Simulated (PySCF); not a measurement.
# Fractional electron number in Ti(2+) (titanium, charge +2)

The 3d alpha orbital of [Ar] 3d2 is emptied in steps (occupation f), with all orbitals relaxed, ending at [Ar] 3d1. Calculation: PySCF 2.14, in aug-cc-pVTZ; no relativity, point nucleus. The exact energy is a straight line in f; departures are measured from the line between the end points of the same method.

| f | BHandHLYP (eV) | wB97X (eV) | CAM-B3LYP (eV) |
| --- | --- | --- | --- |
| 1 | 0.000 | 0.000 | 0.000 |
| 0.9 | -0.274 | -0.227 | -0.330 |
| 0.7 | -0.643 | -0.536 | -0.777 |
| 0.5 | -0.768 | -0.644 | -0.932 |
| 0.3 | -0.648 | -0.546 | -0.789 |
| 0.1 | -0.279 | -0.236 | -0.340 |
| 0 | 0.000 | 0.000 | 0.000 |

```
   method  E(f=0) − E(f=1) (eV)  −ε at f=1 (eV)  −ε at f=0.5 (eV)
BHandHLYP                27.863          24.823            27.848
    wB97X                27.641          25.133            27.612
CAM-B3LYP                28.097          24.443            28.063
```

Orbital energy along the path (eV):

| f | BHandHLYP | wB97X | CAM-B3LYP |
| --- | --- | --- | --- |
| 1 | -24.823 | -25.133 | -24.443 |
| 0.9 | -25.419 | -25.609 | -25.147 |
| 0.7 | -26.625 | -26.592 | -26.585 |
| 0.5 | -27.848 | -27.612 | -28.063 |
| 0.3 | -29.086 | -28.658 | -29.573 |
| 0.1 | -30.335 | -29.727 | -31.110 |
| 0 | -30.967 | -30.269 | -31.889 |

Reference removal energy between the ground levels: 27.492 eV (measured; NIST Atomic Spectra Database, ionization energies). The calculation has no spin-orbit coupling.
